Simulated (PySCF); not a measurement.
C2, SMILES [C]=[C] (connectivity only; charge and spin as stated), neutral, multiplicity 1.

Geometry: PBE0-D3(BJ)/def2-TZVPD.

Vertical ionisation energy (IE) and electron affinity (EA) in eV. Rows of orbital energies are one-electron estimates. Where ΔSCF, EOM or ADC give a negative EA the extra electron is unbound and the value depends on the basis.

```csv
level,IE,EA
"−ε(HOMO), −ε(LUMO), ωB97X/def2-TZVPD (PySCF)",11.82,4.73
EOM-CCSD/aug-cc-pVDZ (PySCF),12.84,3.14
ADC(2)/aug-cc-pVDZ (PySCF),12.90,3.85
```

Computed lowest 1s main lines (those of the lightest heavy element) from CVS-ADC(2)-x/aug-cc-pVDZ (PySCF, non-relativistic), with pole strengths:
295.7 eV (1.44), 295.8 eV (1.44).

Q: Beyond the first one, list the lowest photoelectron lines from ADC(2)/aug-cc-pVDZ in PySCF 2.14.0 with their pole strengths (two spins summed). (An estimate is asked for; the answer gives what the named calculation found.)

A: 15.07 eV (1.70).
